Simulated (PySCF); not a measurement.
Computed IR spectrum (relative IR intensity) of a molecule C3H6Se. Geometry: B3LYP-D3(BJ)/def2-SVP. One conformer was computed; it need not be the lowest. Level of theory: PySCF with B3LYP-D3(BJ)/def2-SVP. Frequencies are harmonic and unscaled.

ν (cm⁻¹): 60 (vw), 568 (m), 594 (w), 609 (w), 906 (s), 915 (m), 985 (s), 1018 (w), 1264 (m), 1300 (w), 1394 (m), 1439 (m), 1452 (m), 1657 (vs), 3048 (m), 3132 (w), 3156 (m), 3164 (w), 3229 (w) (against the strongest line: vs over 80 %, s over 45 %, m over 15 %, w over 4 %, vw less)

**Question.** Which structure fits?
A) C1C[Se]C1
B) C=C[Se]C
C) [SeH]C1CC1
D) C=CC[SeH]

**Answer.** B, C=C[Se]C
